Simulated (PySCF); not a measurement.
Isomers of C4H3N. All species are isolated molecules in the gas phase. Strings in code marks are SMILES.

Calculation: B3LYP-D3(BJ)/def2-TZVP (PySCF). B3LYP has the VWN-RPA correlation part, as in Gaussian. Excitations are Tamm–Dancoff values on a coarser integration grid. The basis has no diffuse functions, so Rydberg states are missing or too high.

A: `C#CC=C=N`
B: `C#CC#CN`
C: `C=C=C=C=N`
D: `N#CC1C=C1`

Problem. A design calls for the highest LUMO in this set. Which member fits?

Solution. B (-0.61 eV); next is A (-0.82 eV).
